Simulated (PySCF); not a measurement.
**Telling isomers of C5H11NO2Si apart by NMR**

[PySCF: shielding tensors at PBE0/pcSseg-1 (GIAO); structure optimised with GFN2-xTB; relativity neglected; gas phase; rapidly exchanging positions averaged; a single conformation]

References, each an isolated molecule treated in the same way: $^{1}$H and $^{13}$C vs TMS. Where no couplings were computed, multiplicities follow the n + 1 count of equivalent neighbours, and m marks all less simple cases (inequivalent or close neighbours, rings, F or P nearby). Acid and N–H amide carbonyl carbons lie up to 10 ppm further downfield in solution (hydrogen bonding). Shifts are as computed. Against solution values, carbons near 30 ppm lie about +3 ppm off and those near 130 ppm about +5 ppm. Of 1211 compounds with measured shifts, 218 miss one by over three times the rms of a fit or turn the order of signals round; such compounds aren't used in these exercises. Groups on amide-type nitrogens are kept apart (slow C–N rotation). OH and NH positions are gas-phase values without hydrogen bonding to other molecules.

(1) Tabulate the signals of `C=C[Si]1(N)OCCCO1`, `C=C[C@@H]1CCO[Si@H](N)O1`, `CO[C@@H]1[C@@H]([SiH3])[C@H]1C(N)=O`, `O=C(O)[C@H]1C[C@H](N[SiH3])C1` and their relative energies.

(2) What is the quickest way to tell CO[C@@H]1[C@@H]([SiH3])[C@H]1C(N)=O from O=C(O)[C@H]1C[C@H](N[SiH3])C1?

(3) What is the quickest way to tell C=C[Si]1(N)OCCCO1 from C=C[C@@H]1CCO[Si@H](N)O1?

(4) What is the quickest way to tell C=C[Si]1(N)OCCCO1 from CO[C@@H]1[C@@H]([SiH3])[C@H]1C(N)=O?

Answers

(1) 
| SMILES | carbon types | δC | δH | E rel. (kcal/mol) |
| --- | --- | --- | --- | --- |
| C=C[Si]1(N)OCCCO1 | 1×CH 4×CH2 | 145.0, 141.0, 68.6, 34.9 | 6.32 (m, 1H), 6.18 (m, 1H), 5.80 (m, 1H), 4.50 (m, 2H), 4.40 (m, 2H), 2.78 (m, 1H), 1.30 (m, 1H), 0.68 (br s, 2H) | 0.0 |
| C=C[C@@H]1CCO[Si@H](N)O1 | 2×CH 3×CH2 | 152.3, 119.8, 80.3, 66.7, 43.1 | 6.28 (m, 1H), 5.38 (m, 1H), 5.28 (m, 1H), 4.58 (s, 1H), 4.45 (m, 1H), 4.37 (m, 1H), 4.30 (m, 1H), 1.91 (m, 1H), 1.26 (m, 1H), 0.72 (br s, 2H) | 4.4 |
| CO[C@@H]1[C@@H]([SiH3])[C@H]1C(N)=O | 1×C 3×CH 1×CH3 | 177.5, 73.7, 61.0, 25.7, 12.5 | 5.09 (br, 1H), 4.76 (br, 1H), 4.15 (d, 3H), 3.54 (s, 3H), 2.92 (m, 1H), 1.29 (m, 1H), 1.00 (m, 1H) | 69.3 |
| O=C(O)[C@H]1C[C@H](N[SiH3])C1 | 1×C 2×CH 2×CH2 | 180.5, 50.5, 40.3, 32.6 | 5.92 (br s, 1H), 4.62 (s, 3H), 3.58 (m, 1H), 2.87 (m, 2H), 2.83 (m, 1H), 1.91 (m, 2H), -0.06 (br s, 1H) | 49.7 |

Energies are electronic energies at PBE0/pcSseg-1 on these geometries, without zero-point or thermal terms, each for the one conformer computed, which needn't be the lowest.

(2) Count the carbon signals: 5 against 4. The first has a methyl carbon bonded to O (CH3) at 61.0 ppm, the second an sp3 CH2 in a ring at 40.3 ppm. Their most deshielded carbons lie at 177.5 and 180.5 ppm. In the proton spectra the most deshielded non-exchanging signals are 4.15 (d, 3H) and 4.62 (s, 3H).

(3) Count the carbon signals: 4 against 5. The first has a terminal =CH2 carbon at 141.0 ppm, the second an allylic sp3 CH bonded to O at 80.3 ppm. Their most deshielded carbons lie at 145.0 and 152.3 ppm.

(4) Count the carbon signals: 4 against 5. The first has an alkene CH at 145.0 ppm, the second an amide carbonyl carbon (C) at 177.5 ppm. In the proton spectra the most deshielded non-exchanging signals are 6.32 (m, 1H) and 4.15 (d, 3H).
